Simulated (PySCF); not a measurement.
# RuC at ROHF-CCSD

Level: ROHF-CCSD. Ru def2-TZVPP with ECP28, C def2-TZVPP; scalar-relativistic core potentials (PySCF 2.14).

```
state                             : ³Δ (triplet), unpaired electrons σ ↑, δ ↑
bond length                       : 1.609 Å
harmonic wavenumber               : 1115 cm⁻¹
force constant                    : 7.86 mdyn/Å
rotational constant Be            : 0.6068 cm⁻¹
anharmonicity ωexe                : 6.14 cm⁻¹
vibration–rotation constant αe    : 0.00411 cm⁻¹
well depth De to Ru (4d7 5s1) + C : 5.45 eV
dissociation energy D0            : 5.38 eV
```

Correlated steps freeze 1 core orbital. Spin–orbit coupling is left out, which matters for elements this heavy, above all for dissociation energies. The state is the lowest single determinant that the PBE0 search found; with open d or f shells the true ground state can be another one.
